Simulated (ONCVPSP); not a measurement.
**Potentials for Al (Z = 13) compared**

Generated with ld1.x 7.5 (TM, RRKJ, ultrasoft, PAW), atompaw 4.2 or ONCVPSP 4.0.1. The cutoff is in Ry: for ld1.x and atompaw files where the sum of valence levels is converged to 10 mRy in a Bessel basis, for ONCV files where the hardest occupied wave has 1 mHa per electron of residual kinetic energy. The error is the largest all-electron minus pseudo excitation energy over each file’s own four to seven test configurations (ionisations up to +4, promotions, holes and added fractions of an electron), all of which were solved. The labels leave out finer settings (local radius, basis sizes, second energies), which also bear on the numbers. Spin-polarised tests are not counted. The rows are a selection from randomly drawn settings: files with unsolved tests, undetermined cutoffs or missed reference levels are left out.

| potential | cutoff (Ry) | largest error (meV) | bound ghosts |
| --- | --- | --- | --- |
| ONCV, LDA (Perdew-Zunger), scalar-relativistic, rc 1.30/1.20/1.35 (spd), local smoothed, core correction no, reference 2s2 2p6 3s1.5 3p1.5, qcut 11.9/10.3/6.2, projectors 2/3/2 | 92 | +0.5 | none |
| ONCV, PBE, scalar-relativistic, rc 1.70/1.70/1.75 (spd), local p, core correction no, reference 3s1, qcut 4.4/3.9/5.2, projectors 3/0/2 | 13 | +108 | none |
| ONCV, PBE, scalar-relativistic, rc 2.20/2.00 (sp), local smoothed, core correction yes, reference 3s2, qcut 2.6/3.7, projectors 2/2 | 24 | -43 | none |
| ONCV, PBE, scalar-relativistic, rc 2.30/2.30 (sp), local smoothed, core correction yes, reference 3s1 3p2, qcut 3.3/4.1, projectors 2/2 | 9 | -9.0 | none |
| ONCV, PBEsol, scalar-relativistic, rc 2.20/2.75/2.55 (spd), local smoothed, core correction yes, reference 3s2 3p1, qcut 2.9/3.2/3.4, projectors 2/2/1 | 10 | -34 | none |

Task: Fill in the row for Al: ONCV, PBEsol, non-relativistic, rc 2.05/1.75/1.70 (spd), local smoothed, core correction no, reference 3s2 3p1, qcut 4.1/4.9/5.5, projectors 2/1/2.

Result: cutoff 22 Ry, largest error +12 meV, bound ghosts: none.
